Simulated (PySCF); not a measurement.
Record of a relaxation.

C8H3N.
Bonds: C1–C2 (triple), C2–C3, C3–C4 (double), C4–C5 (double), C5–C6, C6–C7 (triple), C5–C8, C8–N9 (triple). Hydrogens: H10 on C1; H11 on C3; H12 on C7.

Method: PySCF 2.14.0, PBE0-D3(BJ)/def2-SVP geometry optimisation, gas phase; density fitting, grid level 2; the optimiser is geomeTRIC in internal coordinates, started from a GFN2-xTB structure. The frame can shift and turn from step to step; on so coarse a grid that alone can change the energy by a few meV, and forces under 0.02 eV/Å are noise.

Step 0: E = -9809.0360 eV, largest atomic force 1.795 eV/Å
```
atom  x, y, z in Å  |  force x, y, z in eV/Å
C1      1.125   -2.142   -2.476    0.079  -0.078  -0.193
C2      0.774   -1.881   -1.359   -0.244   0.217   0.690
C3      0.362   -1.590   -0.039    0.201  -0.271  -0.319
C4     -0.150   -0.447    0.311   -0.049  -0.001   0.148
C5     -0.686    0.702    0.658    0.128   0.305   0.143
C6      0.069    1.814    1.119   -0.211  -0.641  -0.252
C7      0.677    2.770    1.514    0.113   0.130   0.055
C8     -2.094    0.886    0.597    0.878  -0.300  -0.038
N9     -3.228    1.041    0.554   -1.775   0.259  -0.064
H10     1.433   -2.372   -3.452    0.324  -0.238  -1.044
H11     0.500   -2.382    0.690   -0.008  -0.280   0.507
H12     1.220    3.599    1.857    0.563   0.897   0.368
```

Step 1: E = -9809.1289 eV, largest atomic force 0.191 eV/Å
```
atom  x, y, z in Å  |  force x, y, z in eV/Å
C1      1.257   -2.084   -2.512    0.049  -0.030  -0.167
C2      0.896   -1.808   -1.390    0.002  -0.005   0.027
C3      0.481   -1.512   -0.062   -0.021  -0.040   0.112
C4     -0.050   -0.371    0.307    0.013   0.016  -0.024
C5     -0.589    0.782    0.680    0.025  -0.082  -0.017
C6      0.199    1.883    1.146   -0.107  -0.018  -0.018
C7      0.831    2.836    1.542    0.117   0.137   0.063
C8     -2.020    0.940    0.614    0.029   0.067   0.027
N9     -3.168    1.084    0.567   -0.033  -0.018  -0.005
H10     1.572   -2.319   -3.516   -0.027   0.014   0.096
H11     0.611   -2.293    0.705    0.001   0.043  -0.059
H12     1.397    3.683    1.894   -0.048  -0.084  -0.034
```

Step 2: E = -9809.1298 eV, largest atomic force 0.058 eV/Å
```
atom  x, y, z in Å  |  force x, y, z in eV/Å
C1      1.263   -2.096   -2.517   -0.006   0.007   0.012
C2      0.899   -1.810   -1.396   -0.006   0.016  -0.010
C3      0.479   -1.506   -0.071    0.001  -0.009   0.038
C4     -0.053   -0.364    0.299    0.013   0.019  -0.048
C5     -0.592    0.787    0.678    0.008  -0.057   0.006
C6      0.194    1.888    1.147   -0.026   0.031   0.002
C7      0.830    2.838    1.547    0.012  -0.021  -0.003
C8     -2.023    0.945    0.622    0.000   0.035   0.005
N9     -3.172    1.085    0.583   -0.003  -0.013  -0.001
H10     1.582   -2.339   -3.514    0.003  -0.006  -0.002
H11     0.611   -2.283    0.697    0.001  -0.006  -0.001
H12     1.399    3.678    1.901    0.002   0.003   0.001
```

Step 3: E = -9809.1301 eV, largest atomic force 0.062 eV/Å
```
atom  x, y, z in Å  |  force x, y, z in eV/Å
C1      1.264   -2.089   -2.514   -0.016   0.013   0.049
C2      0.899   -1.806   -1.393    0.008  -0.018  -0.016
C3      0.480   -1.506   -0.067    0.003   0.019  -0.022
C4     -0.054   -0.365    0.297   -0.014   0.011   0.003
C5     -0.596    0.785    0.676    0.005  -0.018   0.009
C6      0.191    1.887    1.144   -0.001   0.038   0.009
C7      0.833    2.833    1.542   -0.016  -0.057  -0.019
C8     -2.027    0.946    0.622   -0.003   0.005  -0.004
N9     -3.177    1.083    0.584    0.009  -0.006   0.001
H10     1.584   -2.333   -3.510    0.009  -0.007  -0.029
H11     0.614   -2.284    0.700    0.001  -0.009   0.009
H12     1.408    3.669    1.895    0.013   0.027   0.010
```

Step 4: E = -9809.1302 eV, largest atomic force under 0.02 eV/Å
```
atom  x, y, z in Å  |  force x, y, z in eV/Å
C1      1.266   -2.094   -2.515   -0.003   0.001   0.011
C2      0.900   -1.806   -1.396   -0.002   0.002   0.002
C3      0.480   -1.502   -0.071    0.003   0.002  -0.011
C4     -0.056   -0.361    0.294   -0.007  -0.005  -0.008
C5     -0.598    0.787    0.676    0.004   0.008   0.005
C6      0.188    1.888    1.145   -0.006   0.012   0.003
C7      0.834    2.832    1.544    0.004  -0.019  -0.005
C8     -2.030    0.947    0.625   -0.001  -0.005  -0.003
N9     -3.180    1.081    0.588    0.004  -0.001   0.001
H10     1.587   -2.342   -3.510    0.002  -0.001  -0.007
H11     0.614   -2.278    0.698    0.000  -0.004   0.008
H12     1.411    3.667    1.897    0.001   0.010   0.003
```

Task: Summarise the path.

Result: The energy falls by 9.09 kJ/mol from step 0 to step 4; nine tenths of that is first reached at step 1. It falls at every step. The largest force goes from 1.795 to under 0.02 eV/Å. Among the bonds C7–H12 changes most (a near tie, within 0.001 Å, with another), from 1.049 to 1.075 Å; the atoms move by 0.052 Å rms after alignment.

The cost below is that of the whole optimisation. On one thread, Arm Neoverse V2 (aarch64), on a shared host, this took 33 s and 0.70 GiB of memory at its peak.
